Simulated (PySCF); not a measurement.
# A small calculation by hand: oscillator strength and radiative lifetime

C4H7NS, SMILES CSC=C=CN.

Coordinates come from a r2SCAN-D4/def2-SVP optimisation. The structure was generated by enumeration; whether it is a known compound was not checked. Other conformers were not sampled.

PySCF with TDDFT-B3LYP/def2-SVPD puts the first singlet state with f over 0.02 at 4.84 eV (vertical), with the transition dipole (-0.716, -0.043, -0.334) in atomic units.

Find the oscillator strength, the wavelength and the radiative lifetime that this transition would have in vacuum if emission retraced absorption.


|μ|² = 0.6261 au, so |μ| = 2.01 D. ΔE = 4.84/27.211 = 0.1779 hartree. f = (2/3) ΔE |μ|² = 0.074 (the program prints 0.074).
λ = 1239.84/4.84 = 256 nm; ν = 39037 cm⁻¹.
Einstein's coefficient A = 0.6670 ν² f s⁻¹ (ν in cm⁻¹) = 7.5e7 s⁻¹, so τ = 1/A = 13 ns. This state is S3; the lower singlets have f = 0.000, 0.002. The figure is the radiative limit of this one transition; relaxation, internal conversion, crossing to triplets and a medium change what is measured.
